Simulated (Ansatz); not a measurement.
Reactions of Cl$_{2}$H$_{3}$InSi, SMILES `[SiH3][In]([Cl])[Cl]`.

Calculated with Ansatz (gas phase, PBE0-D4/def2-TZVP geometries, no zero-point term in ΔE). CCSD(T)/CBS is the MP2 limit (def2-TZVPP, def2-QZVPP) plus CCSD(T) − MP2 in def2-TZVPP, frozen cores. This one scheme is used for every species. def2 core potentials past Kr. For Br, In outer-core shells are correlated without core-valence functions, which leaves a few kJ/mol of doubt a bond. Scalar relativity is left out up to krypton. Each species was taken in one conformer, which may not be the lowest.

(1) Order these by ΔE at CCSD(T)/CBS, lowest first. (Best estimate.)
A. `[SiH3][In]([Cl])[Cl]` + `NC(O)(F)F` → `OC(F)(F)N[SiH3]` + `[Cl][InH][Cl]`
B. `[SiH3][In]([Cl])[Cl]` + `[OH][InH][Br]` → `[SiH3][O][InH][Br]` + `[Cl][InH][Cl]`
C. `[SiH3][In]([Cl])[Cl]` + CH₄ → `[CH3][In]([SiH3])[Cl]` + HCl
D. `[SiH3][In]([Cl])[Cl]` + H₂ → `[Cl][InH][Cl]` + SiH₄

Largest T1 diagnostic: 0.014, for `[OH][InH][Br]`.

Results:

(1) B (-15.0 kcal/mol), A (-0.3 kcal/mol), D (+6.1 kcal/mol), C (+34.0 kcal/mol).
